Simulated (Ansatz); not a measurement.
Compare A (`O[SiH2]/C=C\[SiH](O)O`) with its isomer B (`C=C[Si](O)(O)O[SiH3]`).

Isolated molecules relaxed with PBE0-D4/def2-TZVP in Ansatz; ΔE leaves out vibrations. CBS: MP2 limit from def2 TZ/QZ plus the TZ coupled-cluster correction, frozen cores. DFT in def2-TZVPP. B3LYP here is the variant with VWN-RPA as its local correlation; programs differ in this. Each species was taken in one conformer, which may not be the lowest.

A:

```xyz
15

O     2.0664   -0.6888    0.0732
Si    1.1125   -1.7116    0.9249
C    -0.7046   -1.3117    0.7678
C    -1.2817   -0.2905    0.1234
Si   -0.4977    1.0749   -0.8537
O    -1.6414    2.2246   -1.1269
O     0.7197    1.7270    0.0652
H     1.9009    0.2567    0.1999
H     1.3563   -3.0744    0.3884
H     1.4320   -1.7166    2.3817
H    -1.3677   -2.0112    1.2849
H    -2.3720   -0.2266    0.1474
H     0.0430    0.6436   -2.1700
H    -1.7836    2.4980   -2.0329
H     1.0178    2.6069   -0.1733
```

B:

Z-matrix (Å, degrees):
```
Si
C 1 1.842
O 1 1.631 2 106.9
O 1 1.637 2 112.2 3 -119.9
O 1 1.636 2 110.5 3 121.3
C 2 1.330 1 122.6 3 122.8
H 2 1.089 1 119.1 3 -57.6
H 3 0.958 1 117.8 2 -166.4
H 4 0.958 1 116.3 2 -101.1
Si 5 1.635 1 144.9 2 -55.3
H 6 1.086 2 122.2 1 179.6
H 6 1.086 2 121.4 1 -1.0
H 10 1.486 5 110.1 1 -86.7
H 10 1.484 5 108.3 1 153.8
H 10 1.487 5 110.6 1 33.9
```

Question: Which is lower in electronic energy at CCSD(T)/CBS, and by how much? (An estimate is asked.)

Answer: Computed: B, by 31.8 kcal/mol.

Question: Give E(B) − E(A) in kcal/mol with B3LYP, CCSD(T)/def2-TZVPP, CCSD/def2-TZVPP, B2PLYP, MP2/def2-TZVPP, PBE-D4, HF/def2-TZVPP. (Best estimate.)

Answer: The calculation gave: B3LYP -32.0, CCSD(T)/def2-TZVPP -32.0, CCSD/def2-TZVPP -33.2, B2PLYP -32.3, MP2/def2-TZVPP -31.7, PBE-D4 -26.9, HF/def2-TZVPP -39.2. None reverses the order clearly.

Largest T1 diagnostic: 0.012.

The D4 term adds +0.8 kcal/mol with B3LYP and +0.4 kcal/mol with PBE0; it sums over pairs of atoms, weighted by their polarisabilities, and B3LYP, whose exchange is more repulsive, gets the larger term. From PBE to PBE0 (25 % exact exchange), in def2-TZVPP and without D4, E(B) − E(A) moves by −2.3 kcal/mol.
